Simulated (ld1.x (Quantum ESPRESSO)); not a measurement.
An all-electron radial function and its pseudo partner (B (Z = 5))

Columns: radius, all-electron u(r) and pseudo u(r) of the 2p shell (level -13.46 eV) of boron in the configuration [He] 2s2 2p0; LDA (PZ), scalar-relativistic, TM scheme, ld1.x (Quantum ESPRESSO) 7.5.

| r (bohr) | all-electron | pseudo |
| --- | --- | --- |
| 0.138 | 0.0591 | 0.0214 |
| 0.275 | 0.1752 | 0.0823 |
| 0.413 | 0.3015 | 0.1762 |
| 0.550 | 0.4158 | 0.2905 |
| 0.688 | 0.5123 | 0.4131 |
| 0.825 | 0.5878 | 0.5286 |
| 0.963 | 0.6439 | 0.6269 |
| 1.100 | 0.6812 | 0.6987 |
| 1.238 | 0.7023 | 0.7422 |
| 1.375 | 0.7094 | 0.7584 |
| 1.513 | 0.7048 | 0.7522 |
| 1.650 | 0.6910 | 0.7299 |
| 1.788 | 0.6697 | 0.6974 |
| 1.925 | 0.6432 | 0.6604 |
| 2.062 | 0.6129 | 0.6218 |
| 2.200 | 0.5796 | 0.5834 |
| 2.338 | 0.5449 | 0.5460 |
| 2.475 | 0.5097 | 0.5099 |
| 2.613 | 0.4743 | 0.4744 |
| 2.750 | 0.4398 | 0.4398 |
| 2.888 | 0.4060 | 0.4060 |
| 3.025 | 0.3737 | 0.3737 |
| 3.162 | 0.3429 | 0.3429 |
| 3.300 | 0.3136 | 0.3136 |
| 3.438 | 0.2861 | 0.2861 |
| 3.575 | 0.2605 | 0.2605 |

Q: How many radial nodes do the two functions have?

A: The all-electron 2p function has n − l − 1 = 0; the pseudo-wave has 0.

Q: At about which radius was the pseudo-wave matched?

A: 2.75 bohr. The columns agree to 0.0005 from 2.48 bohr on; several derivatives are matched, so the curves merge somewhat inside the radius.

Q: Is the pseudo-wave norm-conserving?

A: Yes: the TM scheme keeps the norm inside the radius equal to the all-electron one, which fixes the energy derivative of the logarithmic derivative at the level.
